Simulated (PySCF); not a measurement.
**Simulated absorption spectrum**

Species: SbMe2(SiH3), C2H9SbSi.
Structure used (PBE0-D3(BJ)/def2-SVP), in Å, numbered top down from 1:
```xyz
13
C2H9SbSi angstrom
Sb     0.1142    0.1769    1.3036
C      1.9116    0.1034    0.0718
H      2.5186    0.9949    0.2844
H      1.6541    0.0819   -0.9962
H      2.4975   -0.7909    0.3263
C     -0.8694    1.6997    0.0920
H     -1.9330    1.7558    0.3628
H     -0.7750    1.4725   -0.9790
H     -0.4001    2.6713    0.3022
Si    -1.0071   -1.7481    0.0081
H     -0.8464   -1.5452   -1.4685
H     -2.4696   -1.8082    0.3195
H     -0.3953   -3.0640    0.3730
```

The calculation used PySCF 2.14.0, density-fitted response routines, TDDFT wB97X-D/def2-SVPD, vertical, gas phase, core orbitals frozen in the response, def2 core potentials past Kr. Spin–orbit coupling is left out.

Broadening: Gaussians 0.3 eV wide at half height, area fixed by f = 4.319×10⁻⁹ ∫ε dν̃. The width is an assumption, not a result. The curve ends short of the highest state used, and states not computed would add to its high-energy end.

(λ (nm), ε (L mol⁻¹ cm⁻¹)): (180.2, 21284), (183.4, 17163), (186.6, 7589), (189.8, 1992), (193.0, 573), (196.2, 1781), (199.4, 5625), (202.6, 9509), (205.8, 9084), (209.0, 5961), (212.2, 6169), (215.4, 12390), (218.6, 20260), (221.8, 22354), (225.0, 17517), (228.2, 11195), (231.4, 7101), (234.6, 4724), (237.8, 2873), (241.0, 1424), (244.2, 556), (247.4, 171), (250.6, 42), (253.8, 8)

Question: Locate the maxima and give the states behind the curve.

Answer: 221 nm (5.61 eV), ε about 23000, made up of S2 (98%); 204 nm (6.08 eV), ε about 9900, made up of S3 (100%); 181 nm (6.86 eV), ε about 21000, made up of S4 (15%) and S6 (78%) (ε in L mol⁻¹ cm⁻¹; maxima over ε = 5, shares over 10%). The states used: S1 5.33 eV (f 0.047); S2 5.61 eV (f 0.247); S3 6.08 eV (f 0.110); S4 6.73 eV (f 0.057); S5 6.76 eV (f 0.0005); S6 6.87 eV (f 0.188); S7 6.98 eV (f 0.022); S8 7.22 eV (f 0.104); S9 7.34 eV (f 0.133); S10 7.48 eV (f 0.144).

Question: Coming from long wavelengths, where does ε first pass 100 L mol⁻¹ cm⁻¹?

Answer: At about 249 nm (4.99 eV), 0.35 eV below S1.

Question: What would ε be at 5.61 eV, the highest of these maxima, with half the width (0.15 eV)?

Answer: About 44300 L mol⁻¹ cm⁻¹ against 22600, a factor of about 1.96; a lone state at its own centre would give exactly 2.

Question: On this curve, what absorbance would a 10⁻⁵ mol/L sample give at 222 nm over a 1 cm path?

Answer: 222 nm is 5.585 eV, where ε is about 22000 L mol⁻¹ cm⁻¹, so A = ε c l ≈ 0.22 (Beer–Lambert, with the gas-phase spectrum and the assumed width).

The vertical ionisation energy (ΔSCF) is 8.48 eV, 1.00 eV above S10.
